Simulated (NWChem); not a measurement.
System: CH₃Cl₂InO; SMILES [Cl][In]([O]C)[Cl]

Here is an NWChem input.

```
start job
memory heap 200 mb stack 900 mb global 1100 mb
geometry units angstroms noautosym nocenter noautoz
  In    -0.043576     0.124435    -0.038357
  Cl    -0.043424     2.440752     0.079208
  Cl     1.943262    -1.061091    -0.350727
  O     -1.737685    -0.883085     0.104676
  C     -1.799238    -2.284924     0.084544
  H     -2.133737    -2.670566     1.064835
  H     -2.534115    -2.612577    -0.672301
  H     -0.837856    -2.777173    -0.153882
end
basis spherical
  * library sto-3g
end
dft
  xc b3lyp
  iterations 150
end
property
  response 1 0.0773
end
task dft property
```

NWChem printed, in part:

```
             Northwest Computational Chemistry Package (NWChem) 7.3.0
             --------------------------------------------------------

                             Geometry "geometry" -> ""
                             -------------------------

 Output coordinates in angstroms (scale by  1.889725989 to convert to a.u.)

  No.       Tag          Charge          X              Y              Z
 ---- ---------------- ---------- -------------- -------------- --------------
    1 In                  49.0000    -0.04357600     0.12443500    -0.03835700
    2 Cl                  17.0000    -0.04342400     2.44075200     0.07920800
    3 Cl                  17.0000     1.94326200    -1.06109100    -0.35072700
    4 O                    8.0000    -1.73768500    -0.88308500     0.10467600
    5 C                    6.0000    -1.79923800    -2.28492400     0.08454400
    6 H                    1.0000    -2.13373700    -2.67056600     1.06483500
    7 H                    1.0000    -2.53411500    -2.61257700    -0.67230100
    8 H                    1.0000    -0.83785600    -2.77717300    -0.15388200

 Effective nuclear repulsion energy (a.u.)     704.5566832569

                              NWChem Property Module
                              ----------------------

                                 NWChem DFT Module
                                 -----------------

 Summary of "ao basis" -> "ao basis" (spherical)
 ------------------------------------------------------------------------------
       Tag                 Description            Shells   Functions and Types
 ---------------- ------------------------------  ------  ---------------------
 In                          sto-3g                 11       27   5s4p2d
 Cl                          sto-3g                  5        9   3s2p
 O                           sto-3g                  3        5   2s1p
 C                           sto-3g                  3        5   2s1p
 H                           sto-3g                  1        1   1s

            General Information
            -------------------
          SCF calculation type: DFT
          Wavefunction type:  closed shell.
          No. of atoms     :     8
          No. of electrons :   100
           Alpha electrons :    50
            Beta electrons :    50
          Charge           :     0
          Spin multiplicity:     1
          Use of symmetry is: off; symmetry adaption is: off
          Maximum number of iterations: 150
          AO basis - number of functions:    58
                     number of shells:    30
          Convergence on energy requested:  1.00D-06
          Convergence on density requested:  1.00D-05
          Convergence on gradient requested:  5.00D-04

              XC Information
              --------------
                         B3LYP Method XC Potential
                     Hartree-Fock (Exact) Exchange  0.200
                        Slater Exchange Functional  0.800 local
                    Becke 1988 Exchange Functional  0.720 non-local
              Lee-Yang-Parr Correlation Functional  0.810
                  VWN I RPA Correlation Functional  0.190 local

             Grid Information
             ----------------
          Grid used for XC integration:  medium
          Radial quadrature: Mura-Knowles
          Angular quadrature: Lebedev.
          Tag              B.-S. Rad. Rad. Pts. Rad. Cut. Ang. Pts.
          ---              ---------- --------- --------- ---------
          In                  1.55      123          10.0       590
          Cl                  1.00       88          13.0       590
          O                   0.60       49           9.0       434
          C                   0.70       49          11.0       434
          H                   0.35       45          12.0       434
          Grid pruning is: on
          Number of quadrature shells:   532
          Spatial weights used:  Erf1

      Superposition of Atomic Density Guess
      -------------------------------------

 Sum of atomic energies:       -6704.24268737

      Non-variational initial energy
      ------------------------------

 Total energy =   -6704.359918
 1-e energy   =  -10699.398787
 2-e energy   =    3290.482185
 HOMO         =      -0.188678
 LUMO         =       0.112797

   convergence    iter        energy       DeltaE   RMS-Dens  Diis-err
 ---------------- ----- ----------------- --------- --------- ---------
 d= 0,ls=0.0,diis     1  -6708.8382336311 -7.41D+03  5.37D-02  6.84D-01
 d= 0,ls=0.0,diis     2  -6708.1785603982  6.60D-01  4.11D-02  5.44D+00
 d= 0,ls=0.0,diis     3  -6708.9772973023 -7.99D-01  1.12D-02  9.85D-02
 d= 0,ls=0.0,diis     4  -6708.9986670041 -2.14D-02  2.58D-03  1.47D-02
 d= 0,ls=0.0,diis     5  -6709.0016134468 -2.95D-03  2.77D-04  8.16D-05
  Resetting Diis
 d= 0,ls=0.0,diis     6  -6709.0016316520 -1.82D-05  4.19D-05  3.39D-06
 d= 0,ls=0.0,diis     7  -6709.0016323247 -6.73D-07  2.37D-05  1.83D-07
 d= 0,ls=0.0,diis     8  -6709.0016322772  4.75D-08  1.55D-05  4.73D-07
 d= 0,ls=0.0,diis     9  -6709.0016323603 -8.32D-08  3.08D-06  1.71D-08

         Total DFT energy =    -6709.001632360350
      One electron energy =   -10689.039577977046
           Coulomb energy =     3503.800074147693
    Exchange-Corr. energy =     -228.318811787864
 Nuclear repulsion energy =      704.556683256868

 Numeric. integr. density =       99.999990232352

                       DFT Final Molecular Orbital Analysis
                       ------------------------------------

 Vector   48  Occ=2.000000D+00  E=-2.235145D-01
              MO Center=  1.4D+00, -5.0D-01, -2.6D-01, r^2= 3.2D+00
   Bfn.  Coefficient  Atom+Function         Bfn.  Coefficient  Atom+Function
  ----- ------------  ---------------      ----- ------------  ---------------
    44      0.832978  3 Cl py                27     -0.342759  1 In d  2
    43      0.317726  3 Cl px                35      0.254745  2 Cl py
    34     -0.244118  2 Cl px                40     -0.230493  3 Cl py
    22      0.125676  1 In d  2              39     -0.086960  3 Cl px
    47      0.084473  4 O  s                 49      0.078173  4 O  py

 Vector   49  Occ=2.000000D+00  E=-1.798408D-01
              MO Center= -1.1D+00, -7.9D-01,  2.4D-02, r^2= 3.1D+00
   Bfn.  Coefficient  Atom+Function         Bfn.  Coefficient  Atom+Function
  ----- ------------  ---------------      ----- ------------  ---------------
    48      0.710223  4 O  px                43      0.337695  3 Cl px
    23     -0.312690  1 In d -2              47     -0.273214  4 O  s
    58     -0.261355  8 H  s                 34      0.227035  2 Cl px
    14      0.204393  1 In s                 49     -0.184787  4 O  py
    15     -0.159668  1 In px                57      0.136731  7 H  s

 Vector   50  Occ=2.000000D+00  E=-1.718807D-01
              MO Center= -1.5D+00, -9.0D-01,  9.8D-02, r^2= 2.3D+00
   Bfn.  Coefficient  Atom+Function         Bfn.  Coefficient  Atom+Function
  ----- ------------  ---------------      ----- ------------  ---------------
    50      0.858071  4 O  pz                56     -0.247567  6 H  s
    17      0.244518  1 In pz                45     -0.215624  3 Cl pz
    57      0.211217  7 H  s                 36     -0.203658  2 Cl pz
    26     -0.126601  1 In d  1              55     -0.098596  5 C  pz
    13     -0.087271  1 In pz                48      0.075773  4 O  px

 Vector   51  Occ=0.000000D+00  E= 3.835699D-02
              MO Center=  3.8D-02,  2.0D-01,  4.9D-03, r^2= 3.6D+00
   Bfn.  Coefficient  Atom+Function         Bfn.  Coefficient  Atom+Function
  ----- ------------  ---------------      ----- ------------  ---------------
    14      1.023944  1 In s                 35      0.545187  2 Cl py
    43      0.415004  3 Cl px                48     -0.374462  4 O  px
    47     -0.300098  4 O  s                 44     -0.275751  3 Cl py
    33     -0.254527  2 Cl s                 42     -0.228583  3 Cl s
    10     -0.222332  1 In s                 25     -0.208529  1 In d  0

 Vector   52  Occ=0.000000D+00  E= 4.711329D-02
              MO Center= -1.5D-01,  5.5D-02, -8.3D-02, r^2= 2.9D+00
   Bfn.  Coefficient  Atom+Function         Bfn.  Coefficient  Atom+Function
  ----- ------------  ---------------      ----- ------------  ---------------
    17      0.978290  1 In pz                50     -0.372957  4 O  pz
    13     -0.324143  1 In pz                36     -0.262848  2 Cl pz
    45     -0.257406  3 Cl pz                15      0.119440  1 In px
     9      0.115373  1 In pz                56      0.079465  6 H  s
    32      0.067448  2 Cl pz                41      0.066266  3 Cl pz

 Vector   53  Occ=0.000000D+00  E= 2.164416D-01
              MO Center= -1.5D-01, -5.6D-02, -3.3D-02, r^2= 3.3D+00
   Bfn.  Coefficient  Atom+Function         Bfn.  Coefficient  Atom+Function
  ----- ------------  ---------------      ----- ------------  ---------------
    15      1.030292  1 In px                16     -0.461842  1 In py
    43      0.461669  3 Cl px                47      0.462585  4 O  s
    42     -0.370404  3 Cl s                 54     -0.311371  5 C  py
    44     -0.307280  3 Cl py                11     -0.295460  1 In px
    52     -0.248424  5 C  s                 35     -0.216364  2 Cl py

[...]

 DFT Linear Response polarizability / au
 Frequency  =       0.0773000 / au
 Wavelength =     589.4353558 / nm
              X              Y              Z
 -----------------------------------------------
 X      41.2251182      4.5939492     -2.3028014
 Y       4.5939797     52.9587025      1.0991670
 Z      -2.3028034      1.0991748     20.5494521
 -----------------------------------------------
 Eigenvalues =      39.9713631     54.5458019     20.2161078
 Isotropic   =      38.2444243
 Anisotropic =      29.8430249
 -----------------------------------------------

 Magnetic Dipole Response Matrix (nonzero elements):
```

Level: B3LYP/STO-3G, non-relativistic. STO-3G and 3-21G are far too small for this property and stand as cheap habits. The geometry was optimised at PBE0/def2-SVP (def2 core potentials past Kr). No frequency run checked for a minimum.
